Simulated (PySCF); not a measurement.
Work out the structure from these simulated measurements.

Formula: CH8OP2Si.

| Property | Result |
| --- | --- |
| NMR, other nuclei | isotropic shieldings of nuclei other than C and H, by class: 320 (1 O), 337 (1 Si), 591 (2 P) ppm [GIAO PBE0/pcSseg-1] |
| Rotational structure | rotational constants A, B, C: 2.505, 1.724, 1.105 GHz [GFN2-xTB] |
| UV, strongest line | among the 6 lowest singlet transitions: S6 at 6.77 eV (183 nm, f = 0.127) [TDDFT PBE0/def2-SVPD] |
| Triplet | lowest triplet excitation (Tamm–Dancoff): 5.17 eV [TDA PBE0/def2-SVPD] |
| 1H NMR | chemical shifts (computed TMS as zero) by class: 5.71 (1 H), 3.84 (3 H), 1.25 (4 H) ppm [GIAO PBE0/pcSseg-1] |
| Polarisability | 98.4 au [PBE0/def2-SVPD] |
| Dipole | 1.09 D [PBE0/def2-SVPD] |
| UV, first state | lowest singlet excitation: 5.94 eV (209 nm, f = 0.040) [TDDFT PBE0/def2-SVPD] |
| 13C NMR | chemical shifts (computed TMS as zero) by class: 54.4 (1 C) ppm [GIAO PBE0/pcSseg-1] |

Gas-phase values; electronic properties from PySCF, density fitting. Levels stand in brackets. NMR shifts are as computed; neighbouring signals can stand in another order in a measured spectrum. Isolated species at its GFN2-xTB geometry (one conformer only). Each NMR value is the plain mean over a class of atoms that symmetry, rotation or inversion makes alike.

Question: Propose a structure and show how it fits.

Answer: Numbering: `[CH3:1][O:2][SiH:3]([PH2:4])[PH2:5]`. The one carbon: methoxy carbon [C1] (54.4 ppm). Hydrogen classes from least to most shielded: 1 H on an oxygen-bound silicon, Si3 (5.71 ppm), 3 H on a methoxy carbon, C1 (3.84 ppm), 4 H on 2 like atoms (three-coordinate phosphorus), P4/P5 (1.25 ppm, a mean of values up to 1.1 ppm apart in this geometry). The other shieldings belong to: 320 ppm, silyl ether oxygen [O2]; 337 ppm, oxygen-bound silicon [Si3]; 591 ppm, three-coordinate phosphorus [P4/P5]. The optimised geometry has point group C1 and is an asymmetric top. Structure: `CO[SiH](P)P`. The assignments are read from this structure; whether some other isomer fits the data as well wasn't checked.

The values belong to the conformer `[CH3:1][O:2][SiH:3]([PH2:4])[PH2:5]`: C1–O2–Si3–P4 -45°, H–P4–Si3–O2 179°, H–P4–Si3–O2 -88°, H–P5–Si3–O2 -33°, H–P5–Si3–O2 59°.
